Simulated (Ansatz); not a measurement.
A calculation with Ansatz (development build ahead of 0.2.0).

```yaml
crystal:
  periodic: [false, false, false]
  atoms:
    - { symbol: Ti, position_ang: [-0.00033, 0.00215, -0.41381] }
    - { symbol: O, position_ang: [0.0016, -0.00982, 1.16588] }
basis:
  gaussian: { orbitals: cc-pVTZ }
magnetization:
  spin_polarized: true
  initial_magnetization: 2
hamiltonian:
  xc: hf
```

The input is written out in the form of the current development build from the run's settings.

The run gave:

| Quantity | Value |
| --- | --- |
| Converged | yes |
| Total energy | -923.31874 hartree |
| Spin squared of the determinant | 2.058 |
